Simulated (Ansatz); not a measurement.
Job for Ansatz (an electronic-structure program): U-CCSD(T)/def2-SVP on FHZn (SMILES [F][ZnH]), a point of a bond scan (R = 1.204 Å).

Ansatz 0.2 input:
```yaml
crystal:
  periodic: [false, false, false]
  atoms:
    - {symbol: Zn, position_ang: [-0.00000000, -0.00000000, -0.35811910]}
    - {symbol: H, position_ang: [-0.00000000, -0.00000000, -1.56249143]}
    - {symbol: F, position_ang: [0.00000000, 0.00000000, 1.40079528]}
basis:
  gaussian:
    orbitals: def2-SVP
correlation: {method: ccsd_t, electrons: outside_noble_gas}
scf: {omitted_lower_state_checks: [cluster_reference]}
magnetization: {spin_polarized: true, initial_magnetization: 0}
```

Output:

```
WARN ansatz: RAYON_NUM_THREADS=1 ignored (pool sized by the plan → 1); use --threads N
Functional definition: HF
these checks for a lower state are left out or cut short: cluster_reference
integrals: 0.03 GiB planned
477 factors; integrals over basis functions are off by at most 1.3e-3 eV
mean field: 0.14 GiB planned
mean field evaluation 1: about -51085.9694 eV, gradient 2.4e1 eV
mean field evaluation 2: about -51086.0109 eV, gradient 2.4e1 eV
mean field evaluation 4: about -51088.2806 eV, gradient 1.4e0 eV
mean field evaluation 8: about -51088.3047 eV, gradient 3.2e-4 eV
mean field -51088.30470857 eV, -1877.4605691433 hartree, gradient 1.8e-6 eV, S^2 0.000000; 0 other end points of the search recorded, 0 dependent functions left out
10 core orbitals not correlated
reference -51088.30470857 eV, -1877.4605691433 hartree; 10, 10 occupied and 30, 30 virtual orbitals, 477 factors
second order -13.80619181 eV of doubles, -0.00000000 eV of singles
coupled cluster: 0.10 GiB planned
cycle   1  -12.92210199 eV  change    8.8e-1 eV  update   9.8e-2
cycle   2  -13.29365715 eV  change   -3.7e-1 eV  update   3.3e-2
cycle   3  -13.35679027 eV  change   -6.3e-2 eV  update   1.5e-2
cycle   4  -13.34807681 eV  change    8.7e-3 eV  update   4.1e-3
cycle   5  -13.34495489 eV  change    3.1e-3 eV  update   1.7e-3
cycle   6  -13.34473156 eV  change    2.2e-4 eV  update   3.2e-4
cycle   7  -13.34472826 eV  change    3.3e-6 eV  update   1.0e-4
cycle   8  -13.34469243 eV  change    3.6e-5 eV  update   3.1e-5
cycle   9  -13.34469749 eV  change   -5.1e-6 eV  update   8.1e-6
perturbative correction -0.28414524 eV, -0.0104421450 hartree
Total energy: -51101.93355130 eV, -1877.9614198757 hartree
Checks for a lower state left out: cluster_reference
```

Self-consistency was reached.

Cost: very roughly 1.3 core-seconds.
